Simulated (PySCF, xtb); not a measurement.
In(F)(Br)(Me) (CH3BrFIn), SMILES [CH3][In]([F])[Br].

Harmonic wavenumbers (cm⁻¹) from xtb with GFN2-xTB at its own minimum, in rising order: 33, 60, 81, 95, 222, 342, 432, 675, 681, 1154, 1384, 1393, 3007, 3029, 3039.

### Question
What does PBE0-D3(BJ)/def2-SVP (PySCF) give at its own minimum? (An estimate is asked for; the answer gives what the named calculation found.)

### Answer
19, 87, 116, 131, 255, 518, 610, 727, 755, 1183, 1424, 1428, 3081, 3203, 3218. Paired by order, the mean absolute difference is 77 cm⁻¹ and the zero-point energies are 22.3 and 24.0 kcal/mol.
